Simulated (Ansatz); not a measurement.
The first iterations of a band of ClGeH3 + H4OSi (11 atoms, charge 0, multiplicity 1).

All numbers below come from RKS B3LYP/def2-SVP (Ansatz).

```json
{
  "movable images": "7",
  "climbing image": "yes",
  "spring": "5.0 eV/Å²",
  "optimiser": "quadratic models (default)",
  "start path": "straight line",
  "force threshold": "0.03 eV/Å",
  "iteration limit": "60",
  "end points": "relaxed"
}
```

Image 0:

```xyz
11
Properties=species:S:1:pos:R:3
Ge -0.297 -0.331 -0.422
H -0.726 -0.717 1.001
Cl 1.829 -0.806 -0.641
H -0.499 1.156 -0.732
H -1.026 -1.213 -1.453
O 1.053 1.590 1.846
Si 2.716 1.819 1.894
H 3.446 0.586 2.304
H 3.124 2.240 0.533
H 3.055 2.896 2.874
H 0.619 1.418 2.691
```

Image 8:

```xyz
11
Properties=species:S:1:pos:R:3
Ge 0.515 0.159 -0.544
H -1.372 1.513 3.068
Cl 2.146 -0.184 -1.948
H -0.450 1.185 -1.153
H -0.100 -1.204 -0.197
O 1.200 0.863 0.930
Si 2.700 1.156 1.611
H 3.485 -0.106 1.735
H 3.475 2.133 0.794
H 2.455 1.723 2.964
H -0.756 1.403 2.634
```

| iteration | highest image above the first end (eV) | largest band force component (eV/Å) |
| --- | --- | --- |
| 1 | 6.564 | 4.941 |
| 2 | 4.710 | 5.445 |
| 3 | 4.090 | 3.341 |
| 4 | 3.697 | 2.573 |
| 5 | 2.690 | 1.971 |
| 6 | 2.031 | 2.387 |
| 7 | 1.615 | 1.007 |
| 8 | 1.487 | 2.037 |
| 9 | 1.455 | 0.604 |

Does the band converge within its limit, and where does its top end?

The run converged. It ended after 29 iterations with the highest image 1.681 eV above the first end. Neighbouring images differ by up to 1.5 eV, so the band resolves the path poorly. Another band between the same ends (7 images) ends at a top of the same energy, where a vibrational analysis finds 1 clearly imaginary mode. The orbitals stay closed-shell, which can raise the energy where a bond breaks towards radicals; this wasn't checked here.

The run took 7.2 min on 4 threads of Arm Neoverse V1 (shared host), peak memory 0.31 GiB.
